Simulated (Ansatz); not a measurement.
Reaction (cleavage of the Ge–B bond): `B[BH][GeH3]` + `CSS` → `CS[S][GeH3]` + `BB`

Calculated with Ansatz (gas phase, PBE0-D4/def2-TZVP geometries, no zero-point term in ΔE). CCSD(T)/CBS adds triple-zeta CCSD(T) − MP2 to the extrapolated MP2 energy (def2 sets, frozen cores). DFT in def2-TZVPP. For Ge outer-core shells are correlated without core-valence functions, which leaves a few kJ/mol of doubt a bond. Scalar relativity is left out up to krypton. One conformer a species, not always the lowest.

```json
{"species": "`B[BH][GeH3]`", "PBE energy (Eh)": "-2129.83370"}
{"species": "`CSS`", "PBE energy (Eh)": "-836.54257"}
{"species": "`CS[S][GeH3]`", "PBE energy (Eh)": "-2914.44352"}
{"species": "`BB`", "PBE energy (Eh)": "-51.94330"}
```

Problem. Work out ΔE.

Solution. ΔE = (-2914.44352) + (-51.94330) − (-2129.83370) − (-836.54257) = -0.01055 Eh = -27.7 kJ/mol. CCSD(T)/CBS gives -39.1 kJ/mol.

Problem. What do rigid-rotor, harmonic-oscillator terms from PBE0-D4/def2-TZVP frequencies (298.15 K, 1 bar) make of the CCSD(T)/CBS value? (An estimate is asked.)

Solution. Ansatz gave: ΔZPE = +0.2 kJ/mol, ΔH = -38.5 kJ/mol, ΔS = -24 J/(mol·K), ΔG = -31.3 kJ/mol.

Largest T1 diagnostic among the species: 0.013.

From PBE to PBE0 (25 % exact exchange), in def2-TZVPP and without D4, ΔE moves by −4.6 kJ/mol. The D4 term adds −5.7 kJ/mol with B3LYP and −3.2 kJ/mol with PBE0; it sums over pairs of atoms, weighted by their polarisabilities, and B3LYP, whose exchange is more repulsive, gets the larger term.

B3LYP here is the variant with VWN-RPA as its local correlation; programs differ in this.
